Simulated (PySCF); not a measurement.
NMR data simulated for an unnamed compound:

$^{1}$H NMR (400 MHz, computed): δ 12.64 (t, 1H), 5.20 (m, 2H), 4.43 (d, 2H), 2.15 (q, 2H), 1.84 (m, 2H), 1.10 (t, 3H).

$^{13}$C{$^{1}$H} NMR (computed): δ 245.8 (CH), 182.4 (C), 157.7 (C), 35.3 (CH2), 19.0 (CH2), 17.8 (CH3).

PySCF calculation with structure optimised with GFN2-xTB and GIAO PBE0/pcSseg-1 shieldings; gas phase, one conformer, one averaged value for each set of equivalent atoms, no relativistic terms.

Chemical shifts δ = σref − σ; $^{1}$H and $^{13}$C against TMS, all at this level.

Question: Which of these does the molecule contain: a heteroaromatic ring, a methoxy group, a Si–H bond, an ester, a CH3CH2 unit, a non-aromatic C=C double bond?

Answer: 
- A heteroaromatic ring: no.
- A methoxy group: no.
- A Si–H bond: yes (δH 4.43 (d)).
- An ester: no.
- A CH3CH2 unit: yes (δC 17.8, 35.3; δH 1.10 (t), 2.15 (q)).
- A non-aromatic C=C double bond: yes.

The data belong to SMILES O=C[SiH2]C1=C(CC)[SiH2]C1, C₆H₁₂OSi₂; they needn't prove each group on their own.

Carbon signals by region: 2 in the far downfield region (above 160 ppm), 1 in the sp2 and nitrile region (100–160 ppm), 3 below 50 ppm. Above 160 ppm: 245.8, carbonyl carbon, 182.4, fully substituted alkene carbon.

Shifts are as computed. Against solution values, carbons near 30 ppm lie about +3 ppm off and those near 130 ppm about +5 ppm. Of 1309 compounds with measured shifts, 239 miss one by over three times the rms of a fit or turn the order of signals round; such compounds aren't used in these exercises. Multiplicities follow the n + 1 count of equivalent neighbours, as no J values were calculated; m marks all less simple cases, F and P coupling included.
